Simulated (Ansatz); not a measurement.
Two isomers of C7H9N: A = `Cc1cncc(C)c1`, B = `Cc1ccncc1C`.

Calculated with Ansatz (gas phase, PBE0-D4/def2-TZVP geometries, no zero-point term in ΔE). CCSD(T)/CBS is the MP2 limit (def2-TZVPP, def2-QZVPP) plus CCSD(T) − MP2 in def2-TZVPP, frozen cores. Functionals use def2-TZVPP.

Which isomer does CCSD(T)/CBS put lower? Give the gap. (Best estimate.)

Computed: B, by 4.6 kJ/mol.

Give E(B) − E(A) in kJ/mol with PBE0-D4, HF/def2-TZVPP, PBE-D4, BLYP-D4, ωB97M-V, LDA (SPW92), r2SCAN-D4. (Best estimate.)

Computed: PBE0-D4 -3.8, HF/def2-TZVPP -2.3, PBE-D4 -3.3, BLYP-D4 -3.3, ωB97M-V -4.6, LDA (SPW92) -5.3, r2SCAN-D4 -3.9. None reverses the order clearly.

Largest T1 diagnostic: 0.011.

Leaving LDA and LC-ωPBE aside and taking each functional with its dispersion term where it has one, the values, not all of them listed here, spread over 2.2 kJ/mol, from B97M-V to B2PLYP. LDA lies −3.5 kJ/mol from PBE without D4.
